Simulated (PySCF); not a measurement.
# Unknowns

[PySCF: structure optimised with GFN2-xTB; GIAO PBE0/pcSseg-1 shieldings; one conformer; one averaged value for each set of equivalent atoms; gas phase; non-relativistic Hamiltonian]

Referencing at the same level of theory: 1H (σref 31.72) and 13C (σref 186.93) against TMS. Splittings of carbon signals by F and P are missing where no couplings were computed. Where no couplings were computed, multiplicities follow the n + 1 count of equivalent neighbours, and m marks all less simple cases (inequivalent or close neighbours, rings, F or P nearby). Shifts are as computed. Against solution values, carbons near 30 ppm lie about +3 ppm off and those near 130 ppm about +5 ppm. Of 1309 compounds with measured shifts, 239 miss one by over three times the rms of a fit or turn the order of signals round; such compounds aren't used in these exercises.

Question: C2H8F3NSi2. 1H NMR (600 MHz, computed): δ 4.77 (s, 6H), 3.51 (m, 2H). 13C{1H} NMR (computed): δ 135.9 (C), 59.7 (CH2). What is it?

Answer: SMILES FC(F)(F)CN([SiH3])[SiH3]. The formula gives 0 degrees of unsaturation. 2 carbon signals for 2 carbons: no two carbons are equivalent. Carbon types of the structure: 1 × C, 1 × CH2, leaving 6 H on heteroatoms. δC 135.9: CF3 carbon; 3 electronegative neighbours deshield it. δC 59.7: sp3 CH2 bonded to N; deshielded by the electronegative neighbour. δH 4.77: hydrogen on a silicon bonded to N. δH 3.51: hydrogen on an sp3 CH2 bonded to N; its carbon carries N, hence the downfield position.

The data come from this structure; uniqueness wasn't tested.

Question: C2H8F3NSi2. 1H NMR (400 MHz, computed): δ 4.83 (s, 3H), 4.77 (m, 2H), 2.80 (s, 3H). 13C{1H} NMR (computed): δ 138.4 (C), 37.2 (CH3). Give a structure.

Answer: `CN([SiH3])[SiH2]C(F)(F)F`. Rings plus π bonds: 0. 2 carbon signals for 2 carbons: no two carbons are equivalent. Carbon types of the structure: 1 × C, 1 × CH3, leaving 5 H on heteroatoms. δC 138.4: CF3 carbon; 3 electronegative neighbours deshield it. δC 37.2: methyl carbon bonded to N; the inductive effect lowers its shielding. δH 4.83: hydrogen on a silicon bonded to N. δH 2.80: hydrogen on a methyl carbon bonded to N; its carbon carries N, hence the downfield position.

This is the structure that produced the data.
